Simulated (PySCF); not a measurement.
**Dipole response of O (oxygen, neutral)**

[He] 2s2 2p4, high-spin 3P determinant. All numbers are calculated (PySCF 2.14, the non-relativistic Hamiltonian (point nucleus), in aug-cc-pV5Z). Coupled (time-dependent) response in atomic units; α is the mean over directions.

| method | mean α (bohr³) | α xx, yy, zz | C₆ (like pair) | S(−4) |
| --- | --- | --- | --- | --- |
| LC-wPBE | 5.448 | 5.143, 6.057, 5.143 | 16.44 | 14.61 |
| TPSS | 5.649 | 5.259, 6.430, 5.259 | 17.21 | 16.45 |

S(−4) is the Cauchy moment in α(ω) = α(0) + S(−4) ω² + …

Reference α: 5.3 ± 0.2 bohr³ (recommended; Schwerdtfeger and Nagle, table of static dipole polarizabilities (2023 update)). Published C₆: 15.60 (Chu and Dalgarno (2004); Tang, Norbeck and Certain (1976)).

α(iu) at LC-wPBE:

```json
{"u (hartree)": "0", "α(iu) (bohr³)": "5.448"}
{"u (hartree)": "0.0500", "α(iu) (bohr³)": "5.412"}
{"u (hartree)": "0.100", "α(iu) (bohr³)": "5.308"}
{"u (hartree)": "0.200", "α(iu) (bohr³)": "4.947"}
{"u (hartree)": "0.300", "α(iu) (bohr³)": "4.480"}
{"u (hartree)": "0.500", "α(iu) (bohr³)": "3.546"}
{"u (hartree)": "0.750", "α(iu) (bohr³)": "2.634"}
{"u (hartree)": "1.00", "α(iu) (bohr³)": "2.003"}
{"u (hartree)": "1.50", "α(iu) (bohr³)": "1.254"}
{"u (hartree)": "2.00", "α(iu) (bohr³)": "0.8538"}
{"u (hartree)": "3.00", "α(iu) (bohr³)": "0.4662"}
{"u (hartree)": "5.00", "α(iu) (bohr³)": "0.2005"}
```

A single London oscillator, α(iu) = α/(1 + u²/ω²), gives C₆ = (3/4) ω α². Matching the computed C₆ needs ω = 4 × 16.44 / (3 × 5.448²) = 0.739 hartree.

The components differ because the open shell of this determinant is not spherical; for a pure term their mean is the scalar polarisability.
